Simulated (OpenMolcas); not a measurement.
Exact exchange and the HOMO–LUMO gap of CH5BO2

The species is CH5BO2 (9 atoms), meant as a singlet with charge 0. As SMILES, `COBO`. Geometry: relaxed at PBE0-D4/def2-TZVP. This is one conformer, not always the lowest.

The HOMO–LUMO gap y, in eV, basis cc-pVDZ; a is the functional's share of exact exchange. Programs: OpenMolcas 26.06.

| functional | program | a | y (eV) |
| --- | --- | --- | --- |
| BLYP | OpenMolcas | 0 | 7.15 |
| TPSS | OpenMolcas | 0 | 7.48 |
| B3LYP | OpenMolcas | 0.2 | ? |
| PBE0 | OpenMolcas | 0.25 | 9.81 |
| BHLYP | OpenMolcas | 0.5 | 12.38 |

Problem. Fit y = c + s·a to the known rows and predict B3LYP.

Solution. 
1. Means of the 4 rows: a = 0.1875, y = 9.205.
2. Σ(Δa)² = 0.17188, Σ(Δa·Δy) = 1.7388, so the slope is 1.7388/0.17188 = 10.116.
3. Intercept: 9.205 − (10.116) × 0.1875 = 7.308. The largest residual of the fit is 0.17.
4. B3LYP: 7.308 + (10.116) × 0.2 = 9.33 eV.

The run gave 9.26 eV, so the prediction is off by +0.07 eV, within the largest residual. Exact exchange lowers occupied levels and raises empty ones. The rows mix families of semi-local functionals, which the line can't see.
